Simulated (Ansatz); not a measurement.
Basis sets compared for the cluster Ag2O⁺. The state is a doublet with charge 1. Geometry r2SCAN-D4/def2-TZVP. Ansatz on 4 threads of Arm Neoverse V2 on a shared host; times are rough, and most runs start from earlier orbitals.

```csv
atom,x (Å),y (Å),z (Å)
Ag1,1.6802,0.6544,0.8145
Ag2,-1.7894,-0.7127,-0.4527
O3,0.1092,0.0583,-0.3618
```

In the def2 sets Ag takes a core potential; there is no spin–orbit coupling. The structure comes from a short search, and lower isomers may exist.

| level | functions | energy (Eh) | HOMO (eV) | LUMO (eV) | wall time |
| --- | --- | --- | --- | --- | --- |
| PBE-D4/def2-SVP | 76 | -368.6982 | -10.95 | -10.36 | 1.4 s |
| PBE0-D4/def2-SVP | 76 | -368.6673 | -12.37 | -8.23 | 1.9 s |

(1) Estimate the rows for PBE-D4/def2-TZVP, PBE0-D4/def2-TZVP (with forces).

Answers

(1) 
```json
{"level": "PBE-D4/def2-TZVP", "functions": "111", "energy (Eh)": "-368.8619", "HOMO (eV)": "-11.04", "LUMO (eV)": "-10.41", "wall time": "2.5 s"}
{"level": "PBE0-D4/def2-TZVP (with forces)", "functions": "111", "energy (Eh)": "-368.8278", "HOMO (eV)": "-12.43", "LUMO (eV)": "-8.29", "wall time": "6 s"}
```
